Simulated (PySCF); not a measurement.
Isomers of C4H14N2SSi2, mass 178.042 u with the commonest isotopes. Level of theory: PBE0/pcSseg-1 in PySCF (dipole) on a GFN2-xTB geometry, gas phase. One conformer each, none proved a minimum here; rigid rotors.

Task: Order these by rotational constant C, smallest first.
A. `[CH2:1]=[C:2]([S:3][CH3:4])[Si@@H:5]([CH3:6])[NH:7][SiH2:8][NH2:9]` with C1–C2–S3–C4 -2°, C1–C2–Si5–C6 -44°, C2–Si5–N7–Si8 50°, Si5–N7–Si8–N9 -173°, N7–Si8–N9–H 52° and -174°
B. `[CH3:1][NH:2][Si@@H:3]1[CH2:4][CH2:5][NH:6][Si@H:7]1[S:8][CH3:9]` with C1–N2–Si3–C4 171°, N6–Si7–S8–C9 -62°, N2–Si3–C4–C5 -89°, Si3–C4–C5–N6 -43°, C4–C5–N6–Si7 51°, C5–N6–Si7–S8 -151°
C. `[CH3:1][N:2]1[CH2:3][CH2:4][Si@@:5]1([NH2:6])[CH2:7][S:8][SiH3:9]` with C4–Si5–N6–H -26° and 126°, C4–Si5–C7–S8 -158°, Si5–C7–S8–Si9 -72°

Result: A (472.7 MHz), B (510.3 MHz), C (543.8 MHz).

Task: Order these by out-of-plane moment Σ m c² = (Ia + Ib − Ic)/2, smallest first.
A. `[CH3:1][N:2]1[CH2:3][CH2:4][Si@@:5]1([NH2:6])[CH2:7][S:8][SiH3:9]` with C4–Si5–N6–H -26° and 126°, C4–Si5–C7–S8 -158°, Si5–C7–S8–Si9 -72°
B. `[CH2:1]=[C:2]([S:3][CH3:4])[Si@@H:5]([CH3:6])[NH:7][SiH2:8][NH2:9]` with C1–C2–S3–C4 -2°, C1–C2–Si5–C6 -44°, C2–Si5–N7–Si8 50°, Si5–N7–Si8–N9 -173°, N7–Si8–N9–H 52° and -174°
C. `[CH3:1][NH:2][Si@@H:3]1[CH2:4][CH2:5][NH:6][Si@H:7]1[S:8][CH3:9]` with C1–N2–Si3–C4 171°, N6–Si7–S8–C9 -62°, N2–Si3–C4–C5 -89°, Si3–C4–C5–N6 -43°, C4–C5–N6–Si7 51°, C5–N6–Si7–S8 -151°

Result: C (72.10 u·Å²), A (84.66 u·Å²), B (89.50 u·Å²).

Task: Order these by rotational constant A, smallest first.
A. `[CH3:1][NH:2][Si@@H:3]1[CH2:4][CH2:5][NH:6][Si@H:7]1[S:8][CH3:9]` with C1–N2–Si3–C4 171°, N6–Si7–S8–C9 -62°, N2–Si3–C4–C5 -89°, Si3–C4–C5–N6 -43°, C4–C5–N6–Si7 51°, C5–N6–Si7–S8 -151°
B. `[CH2:1]=[C:2]([S:3][CH3:4])[Si@@H:5]([CH3:6])[NH:7][SiH2:8][NH2:9]` with C1–C2–S3–C4 -2°, C1–C2–Si5–C6 -44°, C2–Si5–N7–Si8 50°, Si5–N7–Si8–N9 -173°, N7–Si8–N9–H 52° and -174°
C. `[CH3:1][N:2]1[CH2:3][CH2:4][Si@@:5]1([NH2:6])[CH2:7][S:8][SiH3:9]` with C4–Si5–N6–H -26° and 126°, C4–Si5–C7–S8 -158°, Si5–C7–S8–Si9 -72°

Result: B (1173 MHz), A (1453 MHz), C (1603 MHz).

```
                   SMILES  point group  Ia (u·Å²)  Ib (u·Å²)  Ic (u·Å²)      κ  μa (D)  μb (D)  μc (D)
  CN1CC[Si@@]1(N)CS[SiH3]           C1     315.25     783.34     929.27  -0.81    0.97    0.50    0.53
C=C(SC)[Si@@H](C)N[SiH2]N           C1     430.81     817.35    1069.16  -0.58    0.41    0.37    2.20
   CN[Si@@H]1CCN[Si@H]1SC           C1     347.89     786.66     990.35  -0.72    1.65    1.22    1.60
```
